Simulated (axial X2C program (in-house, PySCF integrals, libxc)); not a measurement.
## Bond lengths and stretching modes, held linear, of AsCO⁺

Computed with an in-house all-electron X2C program for linear molecules (integrals from PySCF): two-component X2C with atomic mean-field Coulomb and Gaunt terms, Gaussian nuclei, basis As dyall-v3z, C dyall-v3z, O dyall-av3z with contracted cores. Spin-free rows use the one-electron spin-free X2C Hamiltonian.

Masses As 74.922, C 12.000, O 15.995 u. States: 2c Ω = 1 (beyond evenly filled blocks: ω = -1/2, ω = 3/2); spin-free M_S = 1, Λ = 0 (beyond evenly filled blocks: π+α, π-α).

PBE0, 2c: energies above the lowest point

```csv
r(As–C) (Å),r(C–O) (Å),E (meV)
1.8837,1.0920,69.57
1.8837,1.1200,13.48
1.8837,1.1480,56.92
1.9320,1.0920,49.29
1.9320,1.1200,0.00
1.9320,1.1480,50.43
1.9320,1.1760,182.27
1.9803,1.0920,56.97
1.9803,1.1200,13.59
1.9803,1.1480,70.09
2.0286,1.1200,47.37
2.0286,1.1760,252.52
```

Task: Fit a quadratic surface with cubic terms in each bond: where is the minimum, and what are the two stretching wavenumbers?

Result: At PBE0, 2c: bonds 1.930 and 1.119 Å; harmonic stretches 393.1 and 2237.4 cm⁻¹; force constants 1.86, 20.4 and coupling 0.72 mdyn/Å.

The other levels and Hamiltonians give:

```
Hamiltonian  level  r(As–C) (Å)  r(C–O) (Å)  lower stretch (cm⁻¹)  upper stretch (cm⁻¹)
         2c    LDA        1.884       1.131                 439.3                2142.9
  spin-free   PBE0        1.929       1.119                 393.9                2237.8
  spin-free     HF        2.089       1.085                 148.3                2460.3
  spin-free    LDA        1.883       1.131                 439.9                2143.2
```

Each state is one determinant, the lowest of a limited PBE0 search; the stretches come from a fit to these few points and carry an uncertainty of a few per cent. Other orders of the atoms were not compared. Left out for rough or failed fits: HF 2c, MP2 2c, MP2 spin-free. The levels spread by more than a fifth, so the stretches depend strongly on the method. The molecule was held linear; bending was not examined, so a bent shape may lie lower. Open-shell Ω = 0 determinants with evenly filled partner blocks cannot be reached by this program, so the Ω shown need not be the lowest component. Note: several unpaired electrons, one determinant need not be a pure state.
